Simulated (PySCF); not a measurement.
Static response to an electric field

Compound: B(SMe)3, C3H9BS3.
Structure used (PBE0-D3(BJ)/def2-SVP), in Å, numbered top down from 1:
```
atom  x, y, z in Å
B1    -0.0022   -0.0001    0.0055
S2     1.5714   -0.8567    0.2045
C3     2.5370   -0.3127   -1.2312
H4     2.0320   -0.5832   -2.1690
H5     3.5046   -0.8281   -1.1777
H6     2.7007    0.7735   -1.2044
S7    -0.2652    1.0845   -1.4103
C8    -1.9573    1.6915   -1.1718
H9    -2.1778    2.3594   -2.0145
H10   -2.0435    2.2524   -0.2310
H11   -2.6751    0.8599   -1.1691
S12   -1.3132   -0.2298    1.2221
C13   -0.5862   -1.3855    2.4149
H14    0.3141   -0.9574    2.8770
H15   -0.3305   -2.3386    1.9317
H16   -1.3432   -1.5630    3.1897
```

Level: CAM-B3LYP/def2-SVPD (PySCF), static field, nuclei fixed, core orbitals frozen in the response. The polarisability tensor in these axes (au):

```
x   126.15 -14.03  -9.59
y   -14.03 101.82 -21.00
z    -9.59 -21.00 118.17
```

Question: Give the principal values, the mean and the anisotropy Δα = √{½[(α1 − α2)² + (α2 − α3)² + (α1 − α3)²]}.

Answer: Principal values 81.06, 132.53 and 132.55 au; mean 115.38 au = 17.10 Å³ = 19.02 × 10⁻⁴⁰ C²·m²/J; Δα = 51.48 au (45 % of the mean).

Question: What is the dipole moment?

Answer: 0.01 D at this geometry.

Question: Find the Langevin capture rate constant for NH4+ (18.034 u) meeting this molecule (151.996 u), k = 2.342 × 10⁻⁹ cm³/s × √(α in Å³ / reduced mass in u).

Answer: The reduced mass is 16.12 u, so k = 2.41 × 10⁻⁹ cm³/s.

Question: In TDDFT the mean static polarisability is Σ f/ω² over all singlet excitations (ω in hartree). How much of it do the 10 lowest give? Their energies (eV) and oscillator strengths: 5.83, 0.1944; 5.83, 0.1943; 6.01, 0.0018; 6.06, 0.0001; 6.06, 0.0001; 6.53, 0.0000; 6.53, 0.0000; 6.56, 0.0333; 6.96, 0.0000; 6.96, 0.0000.

Answer: They add up to 9.08 au, 7.9 % of the 115.38 au; the largest single term is 4.24 au, from the state at 5.83 eV. Terms in order: 4.24, 4.23, 0.04, 0.00, 0.00, 0.00, 0.00, 0.57, 0.00, 0.00 au. Higher excitations give the rest. The strengths listed sum to 0.424.

Question: What are the principal values of the traceless quadrupole moment, Θ = ½Σq(3rr − r²1), about the centre of nuclear charge?

Answer: -7.30, 3.63, 3.66 D·Å. The electronic extent ⟨r²⟩ about the same centre is 1572 bohr², a root-mean-square distance of 2.35 Å for the 80 electrons.

Geometry: PBE0-D3(BJ)/def2-SVP, one conformer, isolated molecule.

The run behind these numbers computed excited states as well. Hardware: one thread, Arm Neoverse V1 (aarch64), no GPU (shared host). Cost: 63 s (with the writing of density and orbital grids), 1.1 GiB resident at most.
